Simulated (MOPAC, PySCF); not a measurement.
CHNO, SMILES `C(=N)=O`, neutral singlet in the gas phase. 

Cartesian coordinates (Å):
```xyz
4

N     -0.6865     0.3376     0.0059
C      0.4898     0.0549    -0.0006
O      1.6463    -0.0763    -0.0053
H     -1.4496    -0.3162     0.0000
```
Charge 0, spin multiplicity 1.

All levels are single points at this geometry (B3LYP-D3(BJ)/def2-TZVP); Pople sets use spherical d functions. Orbital energies aren't observables, and empty levels follow the basis.

ωB97X-D3(BJ)/def2-TZVP in PySCF gives HOMO (eV) = -11.30.

Estimate the HOMO (eV) from each of these levels: B3LYP/3-21G in PySCF; HF/6-31G* in PySCF; HF/STO-3G in PySCF; PM3 in MOPAC; PM7 in MOPAC.


| level | HOMO (eV) |
|---|---|
| B3LYP/3-21G in PySCF | -7.86 |
| HF/6-31G* in PySCF | -12.17 |
| HF/STO-3G in PySCF | -9.15 |
| PM3 in MOPAC | -10.65 |
| PM7 in MOPAC | -11.28 |
